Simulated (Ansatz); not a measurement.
The first iterations of a band of CH₄AlNO (8 atoms, charge 0, multiplicity 1).

These are results of Ansatz 0.2.0, RKS PBE/def2-SVP, not measurements.

```
movable images  : 7
climbing image  : yes
spring          : 5.0 eV/Å²
optimiser       : quadratic models (default)
start path      : IDPP
force threshold : 0.05 eV/Å
iteration limit : 60
end points      : relaxed
```

First end point:

```xyz
8
Properties=species:S:1:pos:R:3
N -1.255 1.490 0.329
C 0.013 1.315 0.159
Al 0.812 -0.482 -0.157
O -0.451 -1.654 -0.127
H -1.748 0.574 0.277
H 0.627 2.249 0.198
H 2.338 -0.886 -0.419
H -0.334 -2.607 -0.260
```

Last end point:

```xyz
8
Properties=species:S:1:pos:R:3
N -1.369 0.518 0.243
C -0.173 1.000 0.142
Al 1.122 -0.476 -0.205
O 0.367 -2.022 -0.289
H -2.075 1.263 0.424
H 0.030 2.098 0.245
H 2.699 -0.405 -0.404
H -0.600 -1.977 -0.156
```

| iteration | highest image above the first end (eV) | largest band force component (eV/Å) |
| --- | --- | --- |
| 1 | 1.480 | 2.568 |
| 2 | 1.396 | 1.086 |
| 3 | 1.379 | 0.719 |
| 4 | 1.480 | 1.401 |
| 5 | 1.372 | 0.373 |
| 6 | 1.362 | 0.239 |

Task: Does the band converge within its limit, and where does its top end?

Result: The forces met the threshold. It ended after 18 iterations with the highest image 1.249 eV above the first end. The profile has 2 maxima (images 1, 4) with wells between them (image 2): this band takes more than one step, which may be the mechanism or a detour left from its start path. A vibrational analysis at the climbing image gives one clearly imaginary mode, 1162i cm⁻¹: a first-order saddle point.

Time of the run: 4.8 min on 1 thread of Arm Neoverse V1, with other jobs on the host, peak memory 0.14 GiB.
